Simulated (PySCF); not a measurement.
BaCl (SMILES [Cl][Ba]), doublet, geometry from GFN2-xTB (such geometries of metal compounds can be far from the true shape) (the spin is typed, not shown lowest) (core potentials on Ba). Base run: HF/def2-SVP (PySCF).

The PySCF input:
```python
from pyscf import gto, scf

mol = gto.Mole()
mol.atom = '''
    Ba   -0.00000000   -0.00000000   -0.58554041
    Cl    0.00000000    0.00000000    1.92883900
'''
mol.basis = 'def2-svp'
mol.ecp = {'Ba': 'def2-svp'}
mol.spin = 1
mol.verbose = 4
mol.build()

mf = scf.UHF(mol)
mf.kernel()
```

The base run was repeated with changes; each row names its change, and settings that it needs were set with it.

```
change                      E (Eh)  HOMO (eV)  dipole (D)  <S^2>  core-seconds (rough)        outcome
----------------------  ----------  ---------  ----------  -----  --------------------  -------------
base                    -484.51479      -4.60        3.84  0.751                   0.2      converged
functional = x3lyp      -485.52229      -3.42        4.23  0.750                     2      converged
functional = wb97x      -485.56665      -4.67        4.11  0.750                     2      converged
functional = bp86       -485.68323      -3.17        4.01  0.750                     1      converged
functional = mn12l      -485.34789      -2.89        3.31  0.751                     3      converged
functional = tpssh      -485.59449      -3.17        4.06  0.750                     3      converged
functional = pw6b95              -          -           -      -                     -  not converged
functional = bhandhlyp  -485.49838      -3.89        4.40  0.750                     1      converged
functional = wb97m_v    -485.47351      -4.79        4.03  0.750                    40      converged
functional = blyp       -485.54529      -2.88        3.98  0.750                     1      converged
functional = b97m_v     -485.46582      -2.77        4.37  0.752                    30      converged
functional = pw91,pw91  -485.59434      -3.08        4.05  0.750                     2      converged
functional = b97-1      -485.50966      -3.23        3.89  0.750                     1      converged
```

Totals shift with the method and basis; they matter in differences.

Open shells are given as the SCF converged; they aren't shown to be the lowest states, and a large step between rows can be another state.
